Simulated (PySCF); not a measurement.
Simulated outer-valence photoelectron spectrum of `[SiH3]C[SiH2]F`. Theory: EOM-IP-CCSD/aug-cc-pVDZ in PySCF, restricted Hartree–Fock reference, 12 core orbitals frozen, non-relativistic, gas phase, PBE0-D3(BJ)/def2-SVP geometry.

Each root has a Gaussian of 0.6 eV full width with its one-hole share as area; cross sections and vibrations are left out, and the highest printed point is 100.

ionisation energy (eV), intensity and a bar:
```
     10.3          0 
     10.4          1 
     10.5          2 #
     10.6          5 ##
     10.7         11 ###
     10.8         21 ######
     10.9         33 ##########
     11.0         45 #############
     11.1         53 ################
     11.2         56 #################
     11.3         55 ################
     11.4         53 ################
     11.5         54 ################
     11.6         58 #################
     11.7         64 ###################
     11.8         69 #####################
     11.9         74 ######################
     12.0         80 ########################
     12.1         89 ###########################
     12.2         97 #############################
     12.3        100 ##############################
     12.4         94 ############################
     12.5         81 ########################
     12.6         65 ###################
     12.7         52 ################
     12.8         46 ##############
     12.9         48 ##############
     13.0         52 ################
     13.1         53 ################
     13.2         48 ##############
     13.3         38 ###########
     13.4         26 ########
     13.5         15 #####
     13.6          8 ##
     13.7          3 #
     13.8          2 #
     13.9          2 #
     14.0          5 #
     14.1         11 ###
     14.2         20 ######
     14.3         32 ##########
     14.4         44 #############
     14.5         52 ################
     14.6         54 ################
     14.7         51 ###############
     14.8         47 ##############
     14.9         47 ##############
     15.0         52 ################
     15.1         61 ##################
     15.2         70 #####################
     15.3         76 #######################
     15.4         78 #######################
     15.5         74 ######################
     15.6         66 ####################
     15.7         53 ################
     15.8         39 ############
     15.9         24 #######
     16.0         14 ####
     16.1          6 ##
     16.2          3 #
     16.3          1 
     16.4          0
```

Task: Where are the maxima, and how many lines lie under the curve?

Result: 5 maxima, at 11.2, 12.3, 13.1, 14.6 and 15.4 eV, from 8 lines. At this width some lines have no maximum of their own.

Task: List the lines with their holes.

Result: 
```
E (eV)  leading hole (HF orbital)  area  Koopmans (eV)
 11.15                       HOMO  0.95          11.99
 11.74                     HOMO-1  0.95          12.53
 12.21                     HOMO-2  0.95          12.89
 12.42                     HOMO-3  0.95          13.20
 13.10                     HOMO-4  0.94          14.13
 14.55                     HOMO-5  0.95          15.73
 15.20                     HOMO-6  0.94          16.87
 15.58                     HOMO-7  0.94          17.86
```

The widest gap, 1.45 eV, lies between 13.10 and 14.55 eV. Only orbitals with −ε under 21 eV, eight at most, were ionised, so the high end of the curve may lack lines.

Hardware: an Arm Neoverse V2 with one thread, shared host with 96 logical CPUs at a one-minute load of 55. Cost: 4.4 min, 2.9 GiB resident at most.

Conformer computed: `[F:1][SiH2:2][CH2:3][SiH3:4]`: F1–Si2–C3–Si4 -57°.

One conformer stands for the species.
